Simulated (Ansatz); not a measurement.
Single points on Si(iPr)Cl3 (C3H7Cl3Si).

```yaml
crystal:
  periodic: [false, false, false]
  atoms:
    - {symbol: Si, position_ang: [0.187361, 0.357088, -1.577502]}
    - {symbol: C, position_ang: [0.174810, 0.319314, 0.307034]}
    - {symbol: C, position_ang: [0.987546, -0.871998, 0.839782]}
    - {symbol: C, position_ang: [-1.266253, 0.342662, 0.843356]}
    - {symbol: H, position_ang: [0.685824, 1.267537, 0.593749]}
    - {symbol: H, position_ang: [2.032866, -0.857267, 0.471741]}
    - {symbol: H, position_ang: [0.531464, -1.835495, 0.530752]}
    - {symbol: H, position_ang: [1.015209, -0.854344, 1.949560]}
    - {symbol: H, position_ang: [-1.264170, 0.379188, 1.952980]}
    - {symbol: H, position_ang: [-1.831429, 1.221855, 0.474158]}
    - {symbol: H, position_ang: [-1.818977, -0.569912, 0.537911]}
    - {symbol: Cl, position_ang: [2.127858, 0.366268, -2.306009]}
    - {symbol: Cl, position_ang: [-0.778394, 2.048950, -2.285314]}
    - {symbol: Cl, position_ang: [-0.783695, -1.313846, -2.332207]}
basis:
  gaussian: {orbitals: def2-SVP, initial_orbitals: start.molden}
correlation: {method: ccsd_t}
scf: {omitted_lower_state_checks: [starts]}
output: {orbitals: {seedname: orbitals}}
```

The file start.molden holds the orbitals of an earlier run on this structure, at another level or in another basis.

```sh
$ ansatz run in.yaml --threads 2 --pin off --events-out ev --progress --plain --max-ram 32768MiB --backend cuda --devices 0, --max-vram 18GiB
```

Shortened log:

```
Functional definition: HF
1455 factors; integrals over basis functions are off by at most 1.0e-3 eV
mean field evaluation 1: about -48562.5168 eV, gradient 2.6e1 eV
mean field evaluation 2: about -48563.4793 eV, gradient 8.6e-1 eV
mean field evaluation 4: about -48563.4892 eV, gradient 3.4e-2 eV
mean field evaluation 8: about -48563.4892 eV, gradient 1.8e-6 eV
mean field -48563.48920484 eV, -1784.6753107625 hartree, gradient 1.8e-6 eV, S^2 0.000000; 0 other end points of the search recorded, 0 dependent functions left out
23 core orbitals not correlated: weight in the atoms' cores, before any rotation towards them, 1.000 or more for the frozen orbitals, at most 0.000 for the correlated occupied ones
reference -48563.48920484 eV, -1784.6753107625 hartree; 22, 22 occupied and 104, 104 virtual orbitals, 1455 factors
second order -25.15315481 eV of doubles, -0.00000000 eV of singles
cycle   1  -26.61232278 eV  change    -1.5e0 eV  update   9.9e-2
cycle   2  -27.18996338 eV  change   -5.8e-1 eV  update   2.8e-2
cycle   3  -27.28873501 eV  change   -9.9e-2 eV  update   1.1e-2
cycle   4  -27.28865058 eV  change    8.4e-5 eV  update   2.4e-3
cycle   5  -27.28877910 eV  change   -1.3e-4 eV  update   6.9e-4
cycle   6  -27.28872579 eV  change    5.3e-5 eV  update   1.8e-4
cycle   7  -27.28870744 eV  change    1.8e-5 eV  update   5.8e-5
cycle   8  -27.28872763 eV  change   -2.0e-5 eV  update   1.9e-5
perturbative correction -0.74648405 eV, -0.0274327830 hartree
Total energy: -48591.52441652 eV, -1785.7055857888 hartree
Checks for a lower state left out: starts
```

Hardware: 2 threads of AMD EPYC 7R13 on a shared host and a share (18 GiB) of an NVIDIA H100 80GB HBM3. Wall time 18 s, peak host memory 0.79 GiB.

As the first input, with `gaussian: {orbitals: def2-TZVP, initial_orbitals: start.molden}`, `correlation: {method: mp2}` (abridged; 15 s):

```
Functional definition: HF
mean field -48582.61234792 eV, -1785.3780733086 hartree, gradient 8.4e-7 eV, S^2 0.000000
23 core orbitals not correlated: weight in the atoms' cores, before any rotation towards them, 1.000 or more for the frozen orbitals, at most 0.000 for the correlated occupied ones
second order -32.17728541 eV of doubles, -0.00000000 eV of singles
Total energy: -48614.78963333 eV, -1786.5605667370 hartree
Checks for a lower state left out: starts
```

The first input with `gaussian: {orbitals: 6-31G}`, `hamiltonian: {xc: {name: B3LYP}, dispersion: d4}` and without the key `correlation` (abridged; 2.4 s, on the CPU threads alone):

```
Functional definition: B3LYP
mean field evaluation 16: about -48671.3972 eV, gradient 2.2e-5 eV
mean field -48671.39724055 eV, -1788.6408579321 hartree, gradient 2.2e-5 eV, S^2 0.000000
Total energy: -48672.19081740 eV, -1788.6700213436 hartree
Checks for a lower state left out: starts
```

As the first input, with `hamiltonian: {xc: pbe0, dispersion: d4}` and without the key `correlation` (abridged; 4 s, on the CPU threads alone):

```
Functional definition: PBE0
mean field -48639.62688400 eV, -1787.4733188639 hartree, gradient 3.7e-5 eV, S^2 0.000000
Total energy: -48640.05221272 eV, -1787.4889494059 hartree
Checks for a lower state left out: starts
```

First input, but with `gaussian: {orbitals: def2-TZVP, initial_orbitals: start.molden}`, `hamiltonian: {xc: pbe0, dispersion: d4}` and without the key `correlation` (abridged; 14 s):

```
Functional definition: PBE0
mean field -48658.79464685 eV, -1788.1777211562 hartree, gradient 8.8e-6 eV, S^2 0.000000
Total energy: -48659.21998415 eV, -1788.1933520136 hartree
Checks for a lower state left out: starts
```

First input, but with `gaussian: {orbitals: def2-TZVP, initial_orbitals: start.molden}`, `hamiltonian: {xc: r2scan, dispersion: d4}` and without the key `correlation` (abridged; 16 s):

```
Functional definition: r2SCAN
mean field -48673.30878110 eV, -1788.7111057519 hartree, gradient 2.7e-5 eV, S^2 0.000000
Total energy: -48673.43505765 eV, -1788.7157463293 hartree
Checks for a lower state left out: starts
```

The first input with `gaussian: {orbitals: def2-TZVP, initial_orbitals: start.molden}`, `hamiltonian: {xc: {name: BHLYP}, dispersion: d4}`, `output: {forces: true, orbitals: {seedname: orbitals}}` and without the key `correlation` (abridged; 15 s):

```
Functional definition: BHLYP
mean field -48676.21873242 eV, -1788.8180444903 hartree, gradient 1.2e-5 eV, S^2 0.000000
Total energy: -48676.85633019 eV, -1788.8414757762 hartree
Atom 0 force    -0.016434    -0.034651    -0.120609 eV/Å
Atom 1 force     0.228982     0.435707    -0.196400 eV/Å
Atom 2 force     0.204011    -0.374952     0.202382 eV/Å
Atom 3 force    -0.421618    -0.035177     0.204709 eV/Å
Atom 4 force    -0.375855    -0.703240    -0.149230 eV/Å
Atom 5 force    -0.792005    -0.004556     0.293391 eV/Å
Atom 6 force     0.333131     0.717779     0.243112 eV/Å
Atom 7 force    -0.030527     0.000189    -0.830795 eV/Å
Atom 8 force     0.015106    -0.026532    -0.830633 eV/Å
Atom 9 force     0.433722    -0.659194     0.292046 eV/Å
Atom 10 force     0.416117     0.678148     0.243741 eV/Å
Atom 11 force    -0.690998     0.010410     0.222796 eV/Å
Atom 12 force     0.348166    -0.597827     0.216114 eV/Å
Atom 13 force     0.348201     0.593897     0.209375 eV/Å
Dipole moment:    -0.003655    -0.011816     0.482676 e Å
Checks for a lower state left out: starts
```

Geometry: PBE-D4/def2-SVP.

B3LYP takes the VWN-RPA correlation. Correlated methods freeze 23 core orbitals.
